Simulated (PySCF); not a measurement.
Structure problem from calculated spectra and properties.

Formula: CH7B2N.

* Valence photoelectron: vertical ionisation energy: 10.71 eV [ΔSCF CAM-B3LYP/def2-SVPD]
* Rotational structure: rotational constants A, B, C: 16.808, 4.659, 4.386 GHz [PBE0-D3(BJ)/def2-SVP]
* Couplings: largest of the computed one-bond spin–spin couplings (means over like bonds): 11B–1H +141.5, 11B–1H +134.6 (×2), 13C–1H +132.9 (×2), 15N–1H -85.8 (×2), 13C–11B +44.2, 13C–11B +37.0, 15N–11B -29.3 Hz [B3LYP/pcJ-1, spin–dipole term left out for some pairs]
* Dipole: 2.05 D [CAM-B3LYP/def2-SVPD]
* Triplet: lowest triplet excitation (Tamm–Dancoff): 5.11 eV [TDA CAM-B3LYP/def2-SVPD]
* 13C NMR: chemical shifts (computed TMS as zero) by class: 45.4 (1 C) ppm [GIAO PBE0/pcSseg-1]
* NMR, other nuclei: isotropic shieldings of nuclei other than C and H, by class: 18 (1 B), 62 (1 B), 139 (1 N) ppm [GIAO PBE0/pcSseg-1]

Gas-phase values; electronic properties from PySCF, density fitting. Levels stand in brackets. Isolated species at its PBE0-D3(BJ)/def2-SVP geometry (one conformer only). NMR classes are plain means over equivalent atoms (diastereotopic ones count apart unless rotation or inversion swaps them), as if these changed places fast.

Problem. Propose a structure and show how it fits.

Solution. Numbering: `[BH2:1][CH2:2][BH:3][NH2:4]`. The one carbon: sp3 carbon bound to boron [C2] (45.4 ppm). The other shieldings belong to: 18 ppm, three-coordinate boron [B1]; 62 ppm, three-coordinate boron [B3]; 139 ppm, boron-bound nitrogen [N4]. The couplings run between: +141.5 Hz, three-coordinate boron [B3] and its hydrogen; +134.6 Hz, three-coordinate boron [B1] and its hydrogen (with 1 like pair); +132.9 Hz, sp3 carbon bound to boron [C2] and its hydrogen (with 1 like pair); -85.8 Hz, boron-bound nitrogen [N4] and its hydrogen (with 1 like pair); +44.2 Hz, sp3 carbon bound to boron [C2] and three-coordinate boron [B1]; +37.0 Hz, sp3 carbon bound to boron [C2] and three-coordinate boron [B3]; -29.3 Hz, boron-bound nitrogen [N4] and three-coordinate boron [B3]. The first electron is taken from the HOMO, whose largest Löwdin shares are 0.35 on the boron-bound nitrogen, 0.21 on the sp3 carbon bound to boron, 0.14 on a three-coordinate boron and 0.13 on a three-coordinate boron. The optimised geometry has point group C1 and is an asymmetric top. Structure: `NBCB` (CH7B2N). Computed isomers that give other values at the same levels: `BNBC` (CH7B2N) (rotational constant A: 34.954 GHz; this holds for the one conformer computed); `BN(B)C` (rotational constant A: 10.061 GHz; this holds for the one conformer computed). The assignments are read from this structure; whether some other isomer fits the data as well wasn't checked.

Shape of the structure used: `[BH2:1][CH2:2][BH:3][NH2:4]`: B1–C2–B3–N4 94°, H–N4–B3–C2 180°, H–N4–B3–C2 0°.
